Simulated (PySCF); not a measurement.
Positional isomers: silole boryl. All species are isolated molecules in the gas phase. One relaxed conformer stands for each flexible species; it need not be the lowest. Strings in code marks are SMILES.

The HOMO from two functionals at the same geometries (r2SCAN-D4/def2-TZVP), both in PySCF: PBE-D3(BJ)/def2-TZVP and r2SCAN-D4/def2-TZVP. 

| species | PBE-D3(BJ)/def2-TZVP (eV) | r2SCAN-D4/def2-TZVP (eV) |
|---|---|---|
| `BC1=CC=C[SiH2]1` | -6.45 | -6.57 |
| `BC1=C[SiH2]C=C1` | -6.21 | -6.33 |
| `B[SiH]1C=CC=C1` | -6.06 | -6.18 |

Over these rows, drawn at random from the members with no instability flagged (it was tested for open shells, ions and some series alone), PBE minus r2SCAN-D4: mean +0.12 eV, from +0.12 eV to +0.13 eV.
